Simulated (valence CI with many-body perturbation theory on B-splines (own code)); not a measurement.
**E1 line list for Tb³²⁺**

Level of theory: valence CI with perturbative core correlation (CI+MBPT): five valence electrons over a frozen Dirac-Fock core [Ar] 3d10, radial functions for each j: 11 s, 11 p, 10 d, 8 f, 5 g, 2 h, with the one-electron correlation potential Σ1, the two-electron term Σ2, the three-electron term Σ3, Breit, model QED; selected CI, second order for the rest, scaled by the run's own slope (own B-spline code, finite nucleus).

No measured spectrum was set against this ion. As an estimate, large intervals hold to a few tenths of a per cent, small ones and those within an open d or f shell to about a per cent. Among the levels kept, up to 2000 cm⁻¹ of a level comes from second order outside the variational space, and about a tenth of that is noise between levels of different J, which matters for small intervals.

Lines 51 to 100 of 545 in falling wavelength, among levels below 370.14 eV, chosen from the strongest by gf and those to the six lowest levels. Wavelengths and rates use the calculated energies. Electric multipoles are in the length gauge, E1 and E2 with the static RPA response of the core. Weak lines are less certain than strong ones. Lines between different terms over intervals too small for the method are left out, as are lines whose strength nearly cancels. Where a level lies close to another of its J and parity, the split of strength between their lines is uncertain. The highest levels of a list are the least certain.

Levels are named by their leading jj configuration (3d3/2^4 stands for four electrons in 3d with j = 3/2), which in mixed levels can hold well under half, so a name can repeat and another be missing. Letters in brackets count levels of one name in rising energy.

| λ vac (Å) | Upper | Lower | A (s⁻¹) | S (a.u.) |
| --- | --- | --- | --- | --- |
| 103.9 | (4s 4p1/2 4p3/2^2 4d5/2) J=3/2 [d] | (4s^2 4p1/2 4p3/2 4d5/2) J=1/2 | 2.78e+10 | 6.15e-02 |
| 103.4 | (4s 4p1/2^2 4p3/2 4d5/2) J=7/2 [a] | (4s^2 4p1/2^2 4d5/2) J=5/2 | 1.26e+10 | 5.51e-02 |
| 103.0 | (4s 4p3/2^3 4d5/2) J=9/2 | (4s^2 4p3/2^2 4d5/2) J=7/2 | 2.37e+10 | 1.28e-01 |
| 103.0 | (4s^2 4p1/2^2 4d3/2) J=3/2 | (4s^2 4p1/2^2 4p3/2) J=3/2 | 2.03e+09 | 4.38e-03 |
| 102.5 | (4s 4p1/2 4p3/2^3) J=5/2 | (4s^2 4p1/2 4p3/2^2) J=5/2 | 1.94e+10 | 6.18e-02 |
| 102.2 | (4s 4p1/2^2 4p3/2 4d3/2) J=5/2 [a] | (4s 4p1/2^2 4p3/2^2) J=5/2 | 7.09e+09 | 2.24e-02 |
| 102.1 | (4s 4p3/2^4) J=1/2 [a] | (4s^2 4p3/2^3) J=3/2 | 3.67e+10 | 3.86e-02 |
| 102.1 | (4s^2 4p1/2 4p3/2 4d3/2) J=1/2 [a] | (4s^2 4p1/2 4p3/2^2) J=3/2 | 1.05e+09 | 1.11e-03 |
| 102.0 | (4s^2 4p1/2 4p3/2 4d3/2) J=3/2 | (4s^2 4p1/2 4p3/2^2) J=3/2 | 7.72e+09 | 1.62e-02 |
| 101.9 | (4s 4p1/2 4p3/2^2 4d5/2) J=5/2 [g] | (4s^2 4p1/2 4p3/2 4d5/2) J=3/2 [c] | 1.80e+10 | 5.66e-02 |
| 101.9 | (4s 4p1/2^2 4p3/2 4d3/2) J=3/2 [a] | (4s 4p1/2^2 4p3/2^2) J=5/2 | 9.79e+09 | 2.04e-02 |
| 101.3 | (4s 4p1/2 4p3/2^2 4d5/2) J=5/2 [d] | (4s^2 4p1/2 4p3/2 4d5/2) J=5/2 [a] | 2.16e+10 | 6.64e-02 |
| 100.9 | (4s 4p1/2 4p3/2^2 4d5/2) J=5/2 [g] | (4s^2 4p1/2 4p3/2 4d5/2) J=5/2 [b] | 2.25e+10 | 6.83e-02 |
| 100.8 | (4s 4p1/2 4p3/2^2 4d5/2) J=7/2 [d] | (4s^2 4p1/2 4p3/2 4d5/2) J=7/2 [b] | 2.12e+10 | 8.57e-02 |
| 100.6 | (4s 4p1/2^2 4p3/2 4d3/2) J=7/2 | (4s 4p1/2^2 4p3/2^2) J=5/2 | 8.38e+08 | 3.37e-03 |
| 100.3 | (4s 4p1/2 4p3/2^3) J=1/2 | (4s^2 4p1/2 4p3/2^2) J=1/2 | 1.92e+10 | 1.91e-02 |
| 99.83 | (4s 4p3/2^3 4d5/2) J=7/2 [b] | (4s^2 4p3/2^2 4d5/2) J=5/2 [b] | 3.21e+10 | 1.26e-01 |
| 99.78 | (4s 4p1/2 4p3/2^2 4d5/2) J=7/2 [e] | (4s^2 4p1/2 4p3/2 4d5/2) J=7/2 [b] | 1.80e+10 | 7.05e-02 |
| 99.74 | (4s 4p1/2^2 4p3/2 4d5/2) J=7/2 [b] | (4s^2 4p1/2^2 4d5/2) J=5/2 | 5.66e+10 | 2.22e-01 |
| 98.89 | (4s 4p1/2 4p3/2^3) J=5/2 | (4s^2 4p1/2 4p3/2^2) J=3/2 | 8.77e+08 | 2.51e-03 |
| 98.81 | (4s 4p1/2 4p3/2^2 4d3/2) J=7/2 [b] | (4s^2 4p1/2 4p3/2 4d3/2) J=7/2 | 3.92e+10 | 1.49e-01 |
| 98.78 | (4s 4p1/2^2 4p3/2 4d3/2) J=3/2 [b] | (4s^2 4p1/2^2 4d3/2) J=3/2 | 6.58e+10 | 1.25e-01 |
| 98.70 | (4s 4p1/2 4p3/2^2 4d3/2) J=1/2 [d] | (4s^2 4p1/2 4p3/2 4d3/2) J=1/2 [b] | 5.16e+10 | 4.90e-02 |
| 98.66 | (4s^2 4p3/2 4d3/2^2) J=5/2 | (4s^2 4p3/2^2 4d3/2) J=7/2 | 2.86e+10 | 8.12e-02 |
| 98.58 | (4s 4p1/2 4p3/2^2 4d5/2) J=5/2 [c] | (4s^2 4p1/2 4p3/2 4d5/2) J=3/2 [a] | 2.56e+10 | 7.25e-02 |
| 98.36 | (4s 4p1/2 4p3/2^2 4d5/2) J=5/2 [h] | (4s^2 4p1/2 4p3/2 4d5/2) J=3/2 [c] | 3.60e+10 | 1.01e-01 |
| 98.34 | (4s 4p1/2 4p3/2^2 4d5/2) J=9/2 [c] | (4s^2 4p1/2 4p3/2 4d5/2) J=7/2 [b] | 1.88e+10 | 8.81e-02 |
| 98.31 | (4s 4p1/2 4p3/2^2 4d5/2) J=7/2 [b] | (4s^2 4p1/2 4p3/2 4d3/2) J=5/2 [b] | 2.42e+10 | 9.07e-02 |
| 98.19 | (4s^2 4p1/2 4d5/2^2) J=7/2 | (4s^2 4p1/2 4p3/2 4d5/2) J=5/2 [b] | 3.62e+10 | 1.35e-01 |
| 98.11 | (4s^2 4p3/2 4d3/2 4d5/2) J=5/2 [c] | (4s^2 4p3/2^2 4d5/2) J=5/2 [a] | 2.01e+10 | 5.63e-02 |
| 97.92 | (4s 4p1/2 4p3/2^3) J=3/2 [b] | (4s^2 4p1/2 4p3/2^2) J=1/2 | 8.73e+09 | 1.62e-02 |
| 97.55 | (4s 4p3/2^3 4d5/2) J=7/2 [a] | (4s^2 4p3/2^2 4d5/2) J=7/2 | 1.63e+10 | 5.97e-02 |
| 97.34 | (4s^2 4p1/2 4p3/2 4d5/2) J=7/2 [a] | (4s^2 4p1/2 4p3/2^2) J=5/2 | 3.69e+08 | 1.35e-03 |
| 96.84 | (4s^2 4p3/2^2 4d3/2) J=5/2 | (4s^2 4p3/2^3) J=3/2 | 4.79e+09 | 1.29e-02 |
| 96.40 | (4s 4p1/2 4p3/2^2 4d3/2) J=3/2 [b] | (4s^2 4p1/2 4p3/2 4d3/2) J=5/2 [a] | 5.69e+10 | 1.01e-01 |
| 96.20 | (4s^2 4p3/2 4d3/2 4d5/2) J=7/2 [a] | (4s^2 4p3/2^2 4d5/2) J=9/2 | 1.54e+10 | 5.42e-02 |
| 95.97 | (4s^2 4p3/2 4d3/2 4d5/2) J=5/2 [c] | (4s^2 4p3/2^2 4d3/2) J=3/2 [b] | 2.45e+10 | 6.41e-02 |
| 95.88 | (4s 4p1/2 4p3/2^2 4d3/2) J=7/2 [c] | (4s^2 4p1/2 4p3/2 4d3/2) J=7/2 | 2.96e+10 | 1.03e-01 |
| 95.66 | (4s^2 4p1/2 4d5/2^2) J=9/2 | (4s^2 4p1/2 4p3/2 4d5/2) J=7/2 [b] | 3.69e+10 | 1.60e-01 |
| 95.55 | (4s 4p1/2^2 4p3/2^2) J=1/2 | (4s^2 4p1/2^2 4p3/2) J=3/2 | 8.61e+10 | 7.41e-02 |
| 95.50 | (4s^2 4p1/2 4d3/2 4d5/2) J=5/2 | (4s^2 4p1/2 4p3/2 4d5/2) J=7/2 [b] | 3.34e+10 | 8.62e-02 |
| 95.38 | (4s 4p1/2^2 4p3/2 4d5/2) J=5/2 [b] | (4s^2 4p1/2^2 4d5/2) J=5/2 | 6.27e+10 | 1.61e-01 |
| 95.33 | (4s^2 4p3/2 4d5/2^2) J=11/2 | (4s^2 4p3/2^2 4d5/2) J=9/2 | 1.90e+10 | 9.76e-02 |
| 94.91 | (4s 4p1/2 4p3/2^2 4d3/2) J=5/2 [d] | (4s^2 4p1/2 4p3/2 4d3/2) J=7/2 | 5.80e+10 | 1.47e-01 |
| 94.69 | (4s 4p1/2^2 4p3/2 4d5/2) J=3/2 [b] | (4s^2 4p1/2^2 4d5/2) J=5/2 | 1.16e+11 | 1.95e-01 |
| 94.64 | (4s 4p1/2 4p3/2^2 4d5/2) J=5/2 [b] | (4s^2 4p1/2 4p3/2 4d5/2) J=7/2 [a] | 2.91e+10 | 7.30e-02 |
| 94.47 | (4s 4p1/2^2 4p3/2 4d3/2) J=5/2 [b] | (4s^2 4p1/2^2 4d3/2) J=3/2 | 4.57e+10 | 1.14e-01 |
| 94.39 | (4s 4p1/2 4p3/2^2 4d5/2) J=5/2 [e] | (4s^2 4p1/2 4p3/2 4d3/2) J=5/2 [b] | 3.67e+10 | 9.13e-02 |
| 94.29 | (4s 4p1/2 4p3/2^2 4d5/2) J=3/2 [f] | (4s^2 4p1/2 4p3/2 4d5/2) J=5/2 [b] | 8.97e+10 | 1.48e-01 |
| 94.22 | (4s 4p1/2 4p3/2^2 4d5/2) J=7/2 [b] | (4s^2 4p1/2 4p3/2 4d5/2) J=7/2 [a] | 3.60e+10 | 1.19e-01 |
